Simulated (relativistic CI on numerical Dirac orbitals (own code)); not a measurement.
# Cr⁺ in a cubic cluster: L2,3 absorption with charge transfer

Computed with a charge-transfer multiplet model of a cubic metal-ligand cluster with up to 2 ligand holes, Slater and spin-orbit integrals from Dirac-Coulomb-Breit ions, Slater integrals scaled by 0.8. The ground state mixes d5 with configurations of k ligand holes L, whose averages lie at kΔ + k(k − 1)U_dd/2; a core hole lowers each added d electron by U_cd. 20 K, Lorentzian 0.4 eV and Gaussian 0.3 eV FWHM.

Atomic integrals in eV (Slater integrals scaled, ζ unscaled), ground: F2dd 6.636, F4dd 4.082, zeta_d 0.022; with the core hole: F2dd 7.386, F4dd 4.554, zeta_d 0.034, zeta_core 5.628, F2cd 4.152, G1cd 2.980, G3cd 1.690.

Cluster parameters (eV): Δ = 6.2, U_dd = 4.7, U_cd = 5.8, 10Dq(ligand) = 0.2, V(eg) = 2.6, V(t2g) = -1.33, final-state hopping factor = 0.8.

Weights, n_d and S are thermal averages at 20 K. Photon energies count from the first peak over 30 % of the highest in each spectrum, which can be another peak from case to case. The parameters are a model scan and need not match a compound or its usual spin state. Peaks in eV (height, largest 100): 0.0 (43), 1.6 (100), 4.6 (6), 9.1 (15), 10.6 (20), 11.4 (15).

Task: Which parameters give this spectrum?
A. 10Dq = 0.25 eV
B. 10Dq = 1.15 eV
C. 10Dq = 0.55 eV

Result: B. 10Dq = 1.15 eV; the ground state then has 5.21 d electrons and S = 2.50. The choice follows from running the model for each set and comparing peak positions and heights.
